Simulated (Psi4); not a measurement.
methylsilane (CH₆Si), singlet, at a GFN2-xTB geometry. Base run: CCSD/def2-SV(P) run with Psi4.

Input for Psi4:
```
memory 2 GB

molecule {
0 1
  C    -0.01298196    0.00392095   -1.25022897
  Si    0.00669850   -0.00202315    0.64510011
  H    -0.01147190   -1.00712268   -1.64830101
  H    -0.89650587    0.50641306   -1.63436438
  H     0.85673226    0.51618733   -1.65253877
  H     0.00413621    1.37681588    1.13946736
  H    -1.17977102   -0.70041180    1.14524608
  H     1.21099302   -0.68708334    1.12046299
}

set basis def2-sv(p)

energy('ccsd')
print_variables()
```

Each row names what was changed in the base input (with any setting that the change needs).

```
change                          ΔE vs base (mEh)  MP2 correlation (Eh)  basis functions
------------------------------  ----------------  --------------------  ---------------
base                                       0.000              -0.22121               44
method = mp2.5                                 ?              -0.22095               44
method = dlpno-mp2                        37.179              -0.22089               44
freeze_core = on                           9.944              -0.21066               44
method = mp2                              37.117              -0.22095               44
method = lccd                                  ?              -0.22121               44
method = scs-mp2                               ?              -0.22121               44
method = ccsd(t)                          -6.057              -0.22121               44
scf_type = pk; mp2_type = conv             0.000              -0.22121               44
method = qcisd(t)                         -6.194              -0.22121               44
```

Fill in the missing entries.


- method = mp2.5, ΔE vs base (mEh): 22.842
- method = lccd, ΔE vs base (mEh): -3.484
- method = scs-mp2, ΔE vs base (mEh): 31.193
